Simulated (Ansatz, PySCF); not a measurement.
Reaction R1 → P1, each structure at its B3LYP-D3(BJ)/def2-TZVP stationary point, reached from a drawn start; harmonic modes at that level show minima.
R1, C2H3N (SMILES [C-]#[N+]C) (charge 0, multiplicity 1):
| atom | x (Å) | y (Å) | z (Å) |
|---|---|---|---|
| C | -0.4821 | 0.0077 | -0.0106 |
| N | 0.9354 | -0.0149 | 0.0206 |
| C | 2.0994 | -0.0334 | 0.0462 |
| H | -0.8457 | -0.6917 | -0.7631 |
| H | -0.8772 | -0.2783 | 0.9638 |
| H | -0.8298 | 1.0106 | -0.2570 |
P1, C2H3N (SMILES CC#N) (charge 0, multiplicity 1, Z-matrix in Å and degrees):
```
C
H 1 1.0902
H 1 1.0902 2 108.78
H 1 1.0902 2 108.78 3 118.35
C 1 1.4544 2 110.15 4 120.82
N 5 1.1493 2 150.78 1 180.00
```

P less R. No zero-point or thermal terms.

Correlated levels freeze the cores.

Programs: Ansatz (Gaussian orbitals); PySCF for the D3/D4 terms. Each number belongs to the level named beside it.

Q: Estimate the reaction energy that MP2/cc-pVTZ returns for this input.

A: -1.17 eV

Q: What is the computed reaction energy (MP2/cc-pVQZ)?

A: -1.16 eV

Q: Estimate the reaction energy that BLYP-D3(BJ)/def2-TZVPP returns for this input.

A: -1.03 eV

Ansatz is a program for electronic structure.
